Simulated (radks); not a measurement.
Pr50+, 9 electrons, occupied as [He] 2s2 2p5 (the NIST ground configuration). All-electron calculation, Dirac Kohn-Sham, LB94 model potential, spin-unpolarised, spherical densities, finite nucleus; open shells fill j = l - 1/2 first; Fermi nuclear charge, rms radius 4.8919 fm. Program: a radial shooting solver on a logarithmic mesh with Libxc functionals.

Unscreened Slater integrals over Kohn-Sham orbitals (eV). Large and small components are both included.

integral,value
"F0(2p3/2,2p3/2)",276.42
"F2(2p3/2,2p3/2)",132.05
"F0(2p3/2,2p1/2)",285.88
"G2(2p3/2,2p1/2)",130.26
"F0(2p3/2,2s1/2)",257.60
"G1(2p3/2,2s1/2)",144.99
"F0(2p3/2,1s1/2)",374.76
"G1(2p3/2,1s1/2)",67.888
"F0(2p1/2,2p1/2)",296.71
"F0(2p1/2,2s1/2)",265.01
"G1(2p1/2,2s1/2)",141.73
"F0(2p1/2,1s1/2)",407.16
"G1(2p1/2,1s1/2)",73.695
"F0(2s1/2,2s1/2)",245.78
"F0(2s1/2,1s1/2)",350.13
"G0(2s1/2,1s1/2)",38.595
"F0(1s1/2,1s1/2)",1070.6
